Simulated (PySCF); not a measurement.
Relaxation of singlet IO3I

Computed with PBE0 in PySCF with I def2-SVP with ECP28, O def2-SVP; scalar-relativistic core potentials, no spin–orbit coupling; density-fitted integrals. A (50,194) grid was used.

A start displaced from a saddle point along its imaginary mode, of Cs symmetry, held to at least that symmetry:

```xyz
5
charge 0 multiplicity 1, angstrom
I    -1.1398    0.0000   -0.0029
O    -0.8970    1.8120    0.1193
O    -2.9503    0.0000   -0.1200
O    -0.8970   -1.8120    0.1193
I     1.7378    0.0000   -0.0121
```

Q: What does it relax to?

A: It ends at C3v with I–I 2.749 Å, I–O 1.793 Å (×3); I–I–O 104.2° (×3), O–I–O 114.2° (×3) (after a last refinement on a finer grid). The frequency run here used a shortcut that can spoil soft modes, so no verdict on minimum or saddle point is given.

Q: How much energy is released, and in how many steps?

A: 196.9 kJ/mol in 14 steps.
